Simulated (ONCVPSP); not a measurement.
## Scattering properties, ONCV potential for gallium

- Element: gallium
- Generator: ONCVPSP 4.0.1
- Type: optimised norm-conserving Vanderbilt (ONCV)
- Functional: PBE
- Relativity: scalar-relativistic
- Frozen core: [Ar] 3d10
- Valence charge: 3
- Reference configuration: 4s1.5 4p1.5
- Partial waves: 4s: rc 1.80 bohr, ncon 3, nbas 6, qcut 4.1 1/bohr, 2 projectors, debl 1.5 Ha; 4p: rc 2.50 bohr, ncon 3, nbas 8, qcut 2.8 1/bohr, 2 projectors, debl 2.3 Ha; d scattering state at 0.11 Ha: rc 1.95 bohr, ncon 4, nbas 8, qcut 4.5 1/bohr, 2 projectors, debl 3.5 Ha
- Local potential: polynomial inside 1.75 bohr (lpopt 5, dvloc0 2 Ha)
- Core correction: Teter function, fcfact 5.25, rcfact 1.1

The phase is arctan(r·R′/R) of the radial function R(r), unwrapped; energies in Ha, scanned from -2 to 5 Ha. A pole is an energy at which the radial function vanishes at the test radius. The pseudo phase is shifted by a multiple of π to meet the all-electron one at the reference energy, and phase errors are pseudo minus all-electron; the curves can meet again beyond the range given. Levels narrower than the energy grid can be missing from the lists of poles.

**Question.** For each channel, where are the poles, and over which energies does the pseudopotential scatter like the atom?

**Answer.**

```json
{"channel": "s", "radius (bohr)": "1.82", "reference energy (Ha)": "-0.35", "poles, all-electron": "2.04", "poles, pseudo": "2.04", "unbroken range about the reference energy with phases within 0.05 rad": "below 4.0", "phase error 1 Ha above the reference energy (rad)": "-0.000"}
{"channel": "p", "radius (bohr)": "2.53", "reference energy (Ha)": "-0.11", "poles, all-electron": "0.83, 4.81", "poles, pseudo": "0.82, 4.42", "unbroken range about the reference energy with phases within 0.05 rad": "below 4.7", "phase error 1 Ha above the reference energy (rad)": "-0.001"}
{"channel": "d", "radius (bohr)": "1.98", "reference energy (Ha)": "0.11", "poles, all-electron": "-0.66, 3.39", "poles, pseudo": "3.35", "unbroken range about the reference energy with phases within 0.05 rad": "-0.3 to 0.4", "phase error 1 Ha above the reference energy (rad)": "-0.333"}
```

Note: ghosts flagged at negative energy: d at -1198.3 eV; GHOST(+) flagged for d at 114.7 eV, s at 162.8 eV. A true bound ghost makes a file unfit for plane-wave use.

Phases in the s channel:

```json
{"E (Ha)": "-1.98", "all-electron": "1.031", "pseudo": "1.029"}
{"E (Ha)": "-1.62", "all-electron": "0.890", "pseudo": "0.889"}
{"E (Ha)": "-1.26", "all-electron": "0.641", "pseudo": "0.640"}
{"E (Ha)": "-0.90", "all-electron": "0.182", "pseudo": "0.181"}
{"E (Ha)": "-0.54", "all-electron": "-0.449", "pseudo": "-0.449"}
{"E (Ha)": "-0.18", "all-electron": "-0.914", "pseudo": "-0.914"}
{"E (Ha)": "0.18", "all-electron": "-1.168", "pseudo": "-1.168"}
{"E (Ha)": "0.54", "all-electron": "-1.313", "pseudo": "-1.313"}
{"E (Ha)": "0.90", "all-electron": "-1.406", "pseudo": "-1.406"}
{"E (Ha)": "1.26", "all-electron": "-1.472", "pseudo": "-1.472"}
{"E (Ha)": "1.62", "all-electron": "-1.522", "pseudo": "-1.522"}
{"E (Ha)": "1.98", "all-electron": "-1.564", "pseudo": "-1.565"}
{"E (Ha)": "2.34", "all-electron": "-1.602", "pseudo": "-1.603"}
{"E (Ha)": "2.70", "all-electron": "-1.638", "pseudo": "-1.641"}
{"E (Ha)": "3.06", "all-electron": "-1.676", "pseudo": "-1.681"}
{"E (Ha)": "3.42", "all-electron": "-1.718", "pseudo": "-1.730"}
{"E (Ha)": "3.78", "all-electron": "-1.769", "pseudo": "-1.797"}
{"E (Ha)": "4.14", "all-electron": "-1.837", "pseudo": "-1.912"}
{"E (Ha)": "4.50", "all-electron": "-1.940", "pseudo": "-2.190"}
{"E (Ha)": "4.86", "all-electron": "-2.119", "pseudo": "-3.286"}
```
